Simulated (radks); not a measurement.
Polarisability of the potassium ion K8+, [Ne] 3s1, at imaginary frequency. All-electron calculation, non-relativistic Kohn-Sham, LDA (Slater exchange, VWN5 correlation), spin-polarised, spherical densities, point nucleus; open shells are filled with parallel spins first. Program: a radial shooting solver on a logarithmic mesh with Libxc functionals. Response by self-consistent Sternheimer equations with the Hartree and adiabatic LDA kernel.

w (hartree),alpha1(iw) (bohr^3),alpha2(iw) (bohr^5)
0.00266,0.9705,0.4825
0.0143,0.9702,0.4825
0.0360,0.9683,0.4823
0.0697,0.9623,0.4817
0.118,0.9473,0.4804
0.186,0.9150,0.4773
0.280,0.8533,0.4708
0.413,0.7487,0.4579
0.605,0.5975,0.4330
0.892,0.4202,0.3879
1.35,0.2582,0.3146
2.12,0.1428,0.2173
3.59,0.07538,0.1200
6.94,0.03903,0.04824
17.5,0.01509,0.01138

Static values: alpha1 = 0.9705 bohr^3 (0.1438 angstrom^3; uncoupled 1.152), alpha2 = 0.4825 bohr^5, alpha3 = 0.4605 bohr^7. C6 = 0.5744, C8 = 2.055, triple-dipole C9 = 0.3981 atomic units. One-pole (London) frequency 4 C6 / (3 alpha1^2) = 0.813 hartree, against 6.135 for minus the highest occupied eigenvalue. The dipole shielding factor is 0.579, as the force sum rule N/Z = 0.579 demands.
